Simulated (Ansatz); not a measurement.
Program: Ansatz. Geometries: PBE0-D4/def2-TZVP. ΔE: electronic, gas phase. CCSD(T)/CBS is the MP2 limit (def2-TZVPP, def2-QZVPP) plus CCSD(T) − MP2 in def2-TZVPP, frozen cores. DFT in def2-TZVPP. B3LYP here is the variant with VWN-RPA as its local correlation; programs differ in this. Each species was taken in one conformer, which may not be the lowest.

Consider the isomerisation: `BOC(C)[SiH3]` → `BO[SiH](C)C`.

| level | ΔE (kJ/mol) | difference from CCSD(T)/CBS |
| --- | --- | --- |
| PBE-D4 | -220.9 | 17.2 |
| B3LYP-D4 | -231.9 | 6.2 |
| ωB97X-V | -230.2 | 7.9 |
| ωB97M-V | -237.5 | 0.6 |
| PBE | -221.2 | 16.9 |
| B3LYP | -232.4 | 5.7 |
| MP2/def2-TZVPP | -243.4 | -5.3 |
| CCSD/def2-TZVPP | -235.9 | 2.2 |
| SCS-MP2/def2-QZVPP | -240.7 | -2.6 |
| HF/CBS(def2) | -245.3 | -7.2 |
| CCSD(T)/CBS | -238.1 | 0 |

Largest T1 diagnostic among the species: 0.013.

From PBE to PBE0 (25 % exact exchange), in def2-TZVPP and without D4, ΔE moves by −9.5 kJ/mol.
